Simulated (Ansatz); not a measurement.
Geometry optimisation, RKS CAM-B3LYP/def2-SVP (Ansatz 0.2.0).

input.yaml

```yaml
crystal:
  periodic: [false, false, false]
  atoms:
    - { symbol: O, position_ang: [-1.4144, 1.4601, -0.3204] }
    - { symbol: Sb, position_ang: [0.5065, 1.4766, 0.1194] }
    - { symbol: Si, position_ang: [0.5264, -1.0372, 0.0511] }
    - { symbol: Cl, position_ang: [2.25033, -1.74622, 0.96484] }
    - { symbol: H, position_ang: [-1.4963, 1.2919, -1.3178] }
    - { symbol: H, position_ang: [0.1756, 1.4976, 1.8472] }
    - { symbol: H, position_ang: [-0.65905, -1.5426, 0.87308] }
    - { symbol: H, position_ang: [0.37119, -1.48278, -1.28241] }
basis:
  gaussian: { orbitals: def2-SVP }
hamiltonian:
  xc: cam_b3lyp
relax:
  f_tol: 0.015
  max_steps: 40
```

Command:

```bash
$ ansatz run input.yaml --threads 2 --pin off --max-ram 3072MiB --backend cpu --events-out ev --progress --plain --runs-dir out
```

Task: Where does it end, and by what steps?

Result: The run converged. After 9 steps the energy has fallen by 0.279 eV; H5 moved furthest, 0.68 Å.

```json
{"step": "0", "energy less start (eV)": "0.0000", "largest force component (eV/Å)": "2.457", "accepted": "yes"}
{"step": "1", "energy less start (eV)": "-0.1826", "largest force component (eV/Å)": "1.373", "accepted": "yes"}
{"step": "2", "energy less start (eV)": "-0.1898", "largest force component (eV/Å)": "2.250", "accepted": "yes"}
{"step": "3", "energy less start (eV)": "-0.2500", "largest force component (eV/Å)": "1.107", "accepted": "yes"}
{"step": "4", "energy less start (eV)": "-0.2639", "largest force component (eV/Å)": "0.304", "accepted": "yes"}
{"step": "5", "energy less start (eV)": "-0.2687", "largest force component (eV/Å)": "0.140", "accepted": "yes"}
{"step": "6", "energy less start (eV)": "-0.2775", "largest force component (eV/Å)": "0.067", "accepted": "yes"}
{"step": "7", "energy less start (eV)": "-0.2782", "largest force component (eV/Å)": "0.046", "accepted": "yes"}
{"step": "8", "energy less start (eV)": "-0.2786", "largest force component (eV/Å)": "0.032", "accepted": "yes"}
{"step": "9", "energy less start (eV)": "-0.2787", "largest force component (eV/Å)": "0.008", "accepted": "yes"}
```

```xyz
8
Properties=species:S:1:pos:R:3
O -1.463 1.292 -0.501
Sb 0.466 1.435 0.045
Si 0.541 -1.141 0.140
Cl 2.323 -1.758 1.022
H -1.657 1.943 -1.187
H 0.151 1.523 1.730
H -0.593 -1.689 0.926
H 0.493 -1.688 -1.241
```

Whether the end is a true minimum wasn't checked by a vibrational analysis.

The run took 35 s on 2 threads of Arm Neoverse V1 (shared host), peak memory 0.27 GiB.
